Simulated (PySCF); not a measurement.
Compound: C4H5F4NO.
Atom-mapped SMILES: `[CH3:1]/[N:2]=[CH:3]\[C@H:4]([F:5])[O:6][C:7]([F:8])([F:9])[F:10]` (hydrogens: H11, H12, H13 on C1; H14 on C3; H15 on C4)

A linear-response calculation (PySCF, def2-SVPD basis, gas phase, vertical, core orbitals frozen in the response) gave these numbers; the functional is withheld.

Orbital energies (eV): HOMO-3 -12.95, HOMO-2 -12.86, HOMO-1 -11.11, HOMO -9.66, LUMO 0.74, LUMO+1 2.19, LUMO+2 2.82.

| state | E (eV) | f | main configurations (H = HOMO, L = LUMO) |
| --- | --- | --- | --- |
| S1 | 4.70 | 0.0029 | H→L (98%) |
| S2 | 7.67 | 0.200 | H-1→L (52%), H→L+1 (32%) |
| S3 | 7.80 | 0.108 | H-1→L (43%), H→L+1 (36%), H→L+2 (14%) |
| S4 | 8.36 | 0.014 | H→L+2 (41%), H→L+4 (22%), H→L+1 (16%) |
| S5 | 8.56 | 0.0064 | H-3→L (54%), H-4→L (25%), H-2→L (14%) |
| S6 | 8.79 | 0.0041 | H→L+4 (49%), H→L+3 (22%), H→L+2 (16%) |

Triplets (Tamm–Dancoff): T1 3.94 eV, H→L (96%); T2 4.83 eV, H-1→L (91%); T3 7.67 eV, H→L+1 (66%), H→L+2 (22%); T4 8.12 eV, H-3→L (52%), H-4→L (24%), H-2→L (12%).

Vertical ionisation energy by ΔSCF with the same functional: 9.98 eV. Mean static polarisability: 64.2 au.

Question: Which of these was used?
A. B3LYP
B. HF
C. PBE
D. wB97X-D

Answer: D. wB97X-D is range-separated, 22% exact exchange at short range and 100% at long range (ω = 0.2 bohr⁻¹). In this run −ε(HOMO) = 9.66 eV differs from the ΔSCF value by -0.33 eV, and S1 differs from the orbital gap of 10.40 eV by -5.70 eV. The ratio −ε(HOMO)/IP is 0.97. Usual ranges for neutral molecules in this basis: 0.89 to 0.99 with wB97X-D, 0.5 to 0.7 with PBE, 0.67 to 0.83 with B3LYP; with Hartree–Fock the ratio is 1 or more (Koopmans' value less the relaxation energy is the ΔSCF value). The other options: PBE, a GGA without exact exchange; HF, time-dependent Hartree–Fock, 100% exact exchange; B3LYP, a global hybrid with 20% exact exchange.

Computed with TDDFT wB97X-D/def2-SVPD, vertical, gas phase, core orbitals frozen in the response in PySCF. The structure is a single PBE0-D3(BJ)/def2-SVP conformer in the gas phase; no vibrational or solvent corrections.

Hardware: one thread, x86-64 server, shared host. Cost: 2.1 min.

Shape of the structure used: `[CH3:1]/[N:2]=[CH:3]\[C@H:4]([F:5])[O:6][C:7]([F:8])([F:9])[F:10]`: N2–C3–C4–F5 -173°, C3–C4–O6–C7 -156°, C4–O6–C7–F8 59°.
